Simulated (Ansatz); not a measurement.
Start from `C/C=C/O` and change one atom or group (the configuration at the double bond changes too) to get `C/C=C\BCl`.

Ansatz, PBE0-D4/def2-TZVP geometries, multiplicity 1. Each molecule was computed in one conformer, which needn't be the lowest.

| property | `C/C=C/O` |
| --- | --- |
| HOMO energy (PBE0/def2-TZVPP) / eV | -6.40 |
| LUMO energy (B3LYP/def2-TZVPP) / eV | 0.74 |
| HOMO energy (B3LYP/def2-TZVPP) / eV | -6.20 |
| HOMO–LUMO gap (PBE/def2-TZVPP) / eV | 5.18 |
| HOMO–LUMO gap (PBE0/def2-TZVPP) / eV | 7.41 |
| HOMO–LUMO gap (ωB97M-V/def2-TZVPP) / eV | 11.29 |

(1) What does the change do to each property? (Best estimate.)

## Answers

(1) Ansatz gave: 
| property | `C/C=C\BCl` | shift |
| --- | --- | --- |
| HOMO energy (PBE0/def2-TZVPP) / eV | -7.96 | -1.56 |
| LUMO energy (B3LYP/def2-TZVPP) / eV | -2.10 | -2.84 |
| HOMO energy (B3LYP/def2-TZVPP) / eV | -7.72 | -1.52 |
| HOMO–LUMO gap (PBE/def2-TZVPP) / eV | 4.02 | -1.16 |
| HOMO–LUMO gap (PBE0/def2-TZVPP) / eV | 6.04 | -1.37 |
| HOMO–LUMO gap (ωB97M-V/def2-TZVPP) / eV | 10.21 | -1.08 |

With PBE0 the HOMO falls by 1.56 eV and the LUMO falls by 2.93 eV, so the gap narrows by about 1.37 eV. PBE moves the HOMO by -1.65 eV and ωB97M-V by -1.47 eV.

B3LYP here is the variant with VWN-RPA as its local correlation; programs differ in this.
